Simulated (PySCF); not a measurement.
Hg: excitation energy

Hg [Xe] 4f14 5d10 6s2 (1S) → Hg [Xe] 4f14 5d10 6s1 6p1 (3P), as a difference of total energies. Calculation: PySCF 2.14, in aug-cc-pVTZ-PP with ECP60MDF; a scalar-relativistic core potential. Correlated levels: valence: 5s2 5p6 frozen. The calculations carry no spin-orbit coupling.

| method | excitation energy (eV) |
| --- | --- |
| UHF | 3.685 |
| MP2 (valence) | 5.362 |
| SCS-MP2 (valence) | 5.399 |
| CCSD (valence) | 5.008 |
| CCSD(T) (valence) | 5.132 |

**Question.** How much does correlation contribute at CCSD(T) (valence)?

**Answer.** 5.132 − (3.685) = 1.447 eV, measured against UHF.
